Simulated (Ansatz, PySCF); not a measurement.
The pair A = CH2O (SMILES C=O) (first 4 atoms), B = CH2F2 (SMILES FCF); geometry from B3LYP-D3(BJ)/def2-TZVP.
(charge 0, multiplicity 1):
```xyz
9

C     -0.332    -0.101    -0.016
O      0.646    -0.714     0.317
H     -0.545     0.116    -1.080
H     -1.065     0.276     0.720
F     -0.073     0.778     3.247
C      0.003    -0.572     3.440
F     -1.206    -1.113     3.103
H      0.183    -0.761     4.499
H      0.761    -0.975     2.771
```

Cores are frozen in the correlated methods. CBS: X⁻³ extrapolation of the correlation energy, Hartree–Fock from the larger set. MP2 and its Hartree–Fock in aug-cc-pVTZ are density fitted.

Programs: Ansatz (an electronic-structure program); PySCF for the dispersion terms. Values without a source in brackets are computed.

The monomers are drawn apart, rigid, along the line of their centres of mass. Counterpoise-corrected interaction energies (kcal/mol):

```csv
level,R = 4.152 Å,R = 5.140 Å
PBE/def2-TZVPPD,-1.3039,-0.5676
PBE-D3(BJ)/def2-TZVPPD,-1.6637,-0.6850
wB97M-V/def2-TZVPPD,-1.6439,-0.7331
"MP2/CBS(aug-cc-pVDZ, aug-cc-pVTZ) + ΔCCSD(T)/aug-cc-pVDZ",-1.6488,-0.7206
```

Q: R is the distance of the centres of mass. Find the local exponent m of E ∝ R⁻ᵐ between the two points.

A: 
m = ln(E₁/E₂)/ln(R₂/R₁): PBE/def2-TZVPPD 3.9; PBE-D3(BJ)/def2-TZVPPD 4.2; wB97M-V/def2-TZVPPD 3.8; MP2/CBS(aug-cc-pVDZ, aug-cc-pVTZ) + ΔCCSD(T)/aug-cc-pVDZ 3.9. For scale, two fixed dipoles give m = 3, dipole and quadrupole 4, quadrupoles 5, and dispersion or dipole-induced dipole 6 at long range; at these distances several terms mix, and what is left of overlap and damping shifts m, so it need not match one of them.
